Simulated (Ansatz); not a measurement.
A search over several starts for the lowest SCF solution of the cluster In2Se3 at the given spin, in a small basis.

```yaml
crystal:
  periodic: [false, false, false]
  atoms:
    - {symbol: In, position_ang: [0.833556, 0.962367, 1.698607]}
    - {symbol: In, position_ang: [-1.050772, -1.764356, -0.534800]}
    - {symbol: Se, position_ang: [1.679322, -0.703264, -0.575466]}
    - {symbol: Se, position_ang: [0.320434, 0.993576, -1.465127]}
    - {symbol: Se, position_ang: [-1.782539, 0.511677, 0.876786]}
basis:
  gaussian: {orbitals: def2-SVP, initial_orbitals: start.molden}
magnetization: {spin_polarized: true, initial_magnetization: 2}
hamiltonian: {xc: pbe, dispersion: d4}
output: {orbitals: {seedname: orbitals}}
```

The file start.molden holds the orbitals of an earlier run on this structure, at another level or in another basis.

```sh
$ ansatz run in.yaml --threads 4 --pin off --events-out ev --progress --plain --max-ram 4787MiB
```

Shortened log:

```
Functional definition: PBE
1670 factors; their error is unknown
mean field evaluation 1: about -206347.7924 eV, gradient 4.0e0 eV
mean field evaluation 2: about -206347.8636 eV, gradient 8.3e-2 eV
mean field evaluation 4: about -206347.5759 eV, gradient 8.6e-4 eV
mean field evaluation 8: about -206346.0925 eV, gradient 1.6e1 eV
mean field evaluation 16: about -206347.8638 eV, gradient 7.9e-2 eV
mean field evaluation 32: about -206344.9177 eV, gradient 9.9e0 eV
mean field -206347.57594183 eV, -7583.1335484516 hartree, gradient 1.4e-5 eV, S^2 2.006004; 5 other end points of the search recorded, 0 dependent functions left out
reference -206347.57598078 eV, -7583.1335498830 hartree; 73, 71 occupied and 75, 77 virtual orbitals, 1670 factors
Total energy: -206347.97074763 eV, -7583.1480572973 hartree
```

It took 11 s on 4 threads of Arm Neoverse V1 on a shared host.

In the def2 sets In takes a core potential; there is no spin–orbit coupling. At PBE0-D4/def2-TZVP a singlet of charge 0 lies 0.96 eV below the triplet, each at its own geometry. The structure comes from a short search, and lower isomers may exist.
